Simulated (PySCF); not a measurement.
cyclopenta-2,4-dien-1-one (C5H4O), SMILES O=C1C=CC=C1. Coordinates come from a PBE0-D3(BJ)/def2-SVP optimisation.

Task: Give the equilibrium geometry at PBE0-D3(BJ)/def2-SVP (PySCF confirms it by a frequency run) as bond lengths and angles, and its point group. (The exact figures need the calculation; the answer reports its results.)

Result: point group C2v.
Atoms: O1 C2 C3 C4 C5 C6 H7 H8 H9 H10. Bonded distances (Å): O1–C2 1.205, C2–C3 1.506, C2–C6 1.506, C3–C4 1.341, C3–H7 1.089, C4–C5 1.496, C4–H8 1.091, C5–C6 1.341, C5–H9 1.091, C6–H10 1.089. Angles (°): O1–C2–C3 127.0, O1–C2–C6 127.0, C3–C2–C6 105.9, C2–C3–C4 107.2, C2–C3–H7 123.7, C4–C3–H7 129.1, C3–C4–C5 109.8, C3–C4–H8 126.7, C5–C4–H8 123.4, C4–C5–C6 109.8, C4–C5–H9 123.4, C6–C5–H9 126.7, C2–C6–C5 107.2, C2–C6–H10 123.7, C5–C6–H10 129.1.
Charge 0, spin multiplicity 1.
